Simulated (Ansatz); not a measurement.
Calculated with Ansatz (gas phase, PBE0-D4/def2-TZVP geometries, no zero-point term in ΔE). CBS: MP2 limit from def2 TZ/QZ plus the TZ coupled-cluster correction, frozen cores. DFT in def2-TZVPP. Each species was taken in one conformer, which may not be the lowest.

Consider the substitution at a C–B bond: `CB(C)N[SiH3]` + `FB(S)Cl` → `CSB(F)Cl` + `CBN[SiH3]`.

```json
{"level": "PBE0-D4", "ΔE (kJ/mol)": "50.6"}
{"level": "CCSD/def2-SVP", "ΔE (kJ/mol)": "59.5"}
```

(1) What does CCSD(T)/CBS give? (An estimate is asked.)

Largest T1 diagnostic among the species: 0.012.

## Answers

(1) Computed: +50.1 kJ/mol. The listed levels differ from it by 0.5, 9.4 kJ/mol.

From BLYP to BHLYP (50 % exact exchange), in def2-TZVPP and without D4, ΔE moves by +4.1 kJ/mol. At CCSD(T), def2-SVP lies +8.6 kJ/mol from the extrapolated value and def2-TZVPP +2.3 kJ/mol. Leaving LDA and LC-ωPBE aside and taking each functional with its dispersion term where it has one, the values, not all of them listed here, spread over 9.3 kJ/mol, from BLYP-D4 to B97M-V. LDA lies +6.8 kJ/mol from PBE without D4.
